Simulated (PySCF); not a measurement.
## MgCd⁺ at ROHF

Level: ROHF. Mg cc-pVDZ, Cd cc-pVDZ-PP with ECP28; scalar-relativistic core potentials (PySCF 2.14).

```json
{"state": "²Σ⁺ (doublet), unpaired electrons σ ↑", "bond length": "3.074 Å", "harmonic wavenumber": "149 cm⁻¹", "force constant": "0.260 mdyn/Å", "rotational constant Be": "0.09006 cm⁻¹", "anharmonicity ωexe": "0.902 cm⁻¹", "vibration–rotation constant αe": "0.000718 cm⁻¹", "well depth De to Mg⁺ + Cd": "0.69 eV", "dissociation energy D0": "0.68 eV", "bond order (Mayer)": "0.43", "dipole moment (positive dipole points towards Cd; it is taken about the centre of mass and depends on that origin)": "-5.23 D"}
```

Spin–orbit coupling is left out. For an ion De counts to the pair picked by the measured ionisation energies or electron affinities, which need not be the lowest pair at this level. Hartree–Fock leaves out correlation, which carries a large part of most bond energies and some tenths to 1 eV of ionisation energies. The state is the lowest determinant that a PBE0 search found; another state may lie lower at other levels.
